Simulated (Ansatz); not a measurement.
Stepwise reaction of `C[O][Al]([O]C)[O]C` with hydrogen, as a gas-phase model of exchange steps in deposition or etching. ΔE in kJ/mol.

Calculated with Ansatz (gas phase, PBE0-D4/def2-TZVP geometries, no zero-point term in ΔE). CBS: MP2 limit from def2 TZ/QZ plus the TZ coupled-cluster correction, frozen cores. This one scheme is used for every species. DFT in def2-TZVPP. B3LYP here is the variant with VWN-RPA as its local correlation; programs differ in this. One conformer a species, not always the lowest.

```json
{"step": "2", "reaction": "`C[O][AlH][O]C` + H₂ → `C[O][AlH2]` + CH₃OH", "PBE-D4": "112.8", "B3LYP-D4": "121.0", "ωB97M-V": "116.4", "CCSD(T)/CBS": "117.9"}
{"step": "3", "reaction": "`C[O][AlH2]` + H₂ → `[AlH3]` + CH₃OH", "PBE-D4": "119.6", "B3LYP-D4": "125.2", "ωB97M-V": "121.8", "CCSD(T)/CBS": "122.9"}
```

(1) Give the row of step 1, `C[O][Al]([O]C)[O]C` + H₂ → `C[O][AlH][O]C` + CH₃OH. (Best estimate.)

(2) By hand: ΔE of the 3 steps together at CCSD(T)/CBS.

Answers

(1) The calculation gave: 
```json
{"step": "1", "reaction": "`C[O][Al]([O]C)[O]C` + H₂ → `C[O][AlH][O]C` + CH₃OH", "PBE-D4": "100.4", "B3LYP-D4": "109.9", "ωB97M-V": "106.4", "CCSD(T)/CBS": "109.8"}
```

(2) (109.8) + (117.9) + (122.9) = 350.6 kJ/mol, or 116.9 kJ/mol a step.

In ΔE each step is higher than the one before. All are uphill at CCSD(T)/CBS. PBE-D4 differs from CCSD(T)/CBS by -9.4 to -3.3 kJ/mol a step. Isolated molecules leave out the surface, adducts and barriers. Largest T1 diagnostic: 0.012.
